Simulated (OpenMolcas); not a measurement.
## O2+: CASPT2 settings compared

```json
{
 "Program": "OpenMolcas 26.06",
 "Basis": "ANO-R1 [3s2p1d]",
 "Scalar Hamiltonian": "X2C, finite nucleus",
 "Active space": "4 electrons in 8 orbitals (2s 2p 3s 3p)",
 "State averaging": "2S+1 = 3 even, 3 roots; 2S+1 = 1 even, 6 roots kept (CI in the orbitals of an earlier block); 2S+1 = 5 odd, 1 root; 2S+1 = 3 odd, 8 roots kept (CI in the orbitals of an earlier block)",
 "Spin-orbit coupling": "RASSI with atomic mean-field integrals over the reference wave functions, term energies averaged over their components"
}
```

Methods on the same reference wave functions:
A. CASSCF
B. SS-CASPT2, IPEA 0.75 Eh, sigma1 regulariser 0.15 Eh (closed shells correlated: none)
C. SS-CASPT2, IPEA 0.35 Eh, sigma2 regulariser 0.2 Eh (closed shells correlated: none)
D. SS-CASPT2, IPEA 0.15 Eh, no level shift (closed shells correlated: none)

Energies in eV above 2s2 2p2 3P0, the measured ground level; measured values from Moore, Selected Tables of Atomic Spectra, NSRDS-NBS 3, section 11.

```
       Level        A       B       C       D  Measured
 2s2 2p2 3P0   0.0000  0.0000  0.0000  0.0000    0.0000
 2s2 2p2 3P1   0.0132  0.0132  0.0132  0.0132    0.0140
 2s2 2p2 3P2   0.0391  0.0391  0.0391  0.0391          
 2s2 2p2 1D2   2.8292   2.715   2.724   2.729    2.5136
 2s2 2p2 1S0   5.0892   5.609   5.639   5.655    5.3543
2s 2p3 5S* 2   6.0856   6.839   6.871   6.889    7.4793
2s 2p3 3D* 1  15.0202  14.724  14.698  14.683          
2s 2p3 3D* 2  15.0207  14.724  14.698  14.684          
2s 2p3 3D* 3  15.0218  14.726  14.700  14.685          
2s 2p3 3P* 0  17.6525  17.702  17.710  17.714          
2s 2p3 3P* 1  17.6533  17.703  17.711  17.715          
2s 2p3 3P* 2  17.6548  17.704  17.712  17.717
```

Deviations, from unrounded energies. A percentage is the sum of absolute deviations over the sum of measured energies, with the sign that they share, or ± where signs differ.

```json
{"Against measurement": "mean absolute deviation (cm-1)", "Levels": "4", "A": "4000", "B": "2200", "C": "2200", "D": "2200"}
{"Against measurement": "fine structure of the ground term (%)", "Levels": "1", "A": "-5.6", "B": "-5.8", "C": "-5.8", "D": "-5.8"}
{"Against measurement": "other terms of the ground configuration (%)", "Levels": "2", "A": "±7.4", "B": "+5.8", "C": "+6.3", "D": "+6.6"}
{"Against measurement": "other configurations (%)", "Levels": "1", "A": "-18.6", "B": "-8.6", "C": "-8.1", "D": "-7.9"}
```

B, C, D lie about equally close to measurement and A furthest from it. The largest miss of B in the table is 2s 2p3 5S* 2, by -5200 cm-1. The ranking rests on the paired levels alone, and a cruder setting can come out closer through cancelling errors.

Among B to D the level of the table that moves most is 2s 2p3 5S* 2, by 400 cm-1 (lowest in B, highest in D). Moves below CASPT2's spread within the term are not significant.

The mean deviations of B to D differ by less than CASPT2's widest spread within a term (53 cm-1), so their order carries little weight.

From A to B the spin-free energies of the other terms of 2s2 2p2 shown, above 3P, scale by factors of 0.96 to 1.10.

The lowest spin-free term lies below A's lowest term by 0.041 hartree in B, 0.042 hartree in C, 0.043 hartree in D.

CASPT2 breaks the degeneracy within a term, and the mean is taken; among the terms shown or strongly mixed into the levels shown the widest spread is 53 cm-1 (2s2 2p2 1D, B). Terms from blocks run as CI alone lack orbitals of their own. Active for correlation alone: 3p 3s; no level in the range computed is led by a configuration that fills them, so any true level of that kind is missing. Computed and measured levels are paired by configuration, term and J; levels that our copy of the source lacks, or whose pairing is in doubt (as where it misses far off the trend of its configuration), stay unpaired and out of the deviations. Levels of configurations outside the active space are missing.

* marks odd parity.
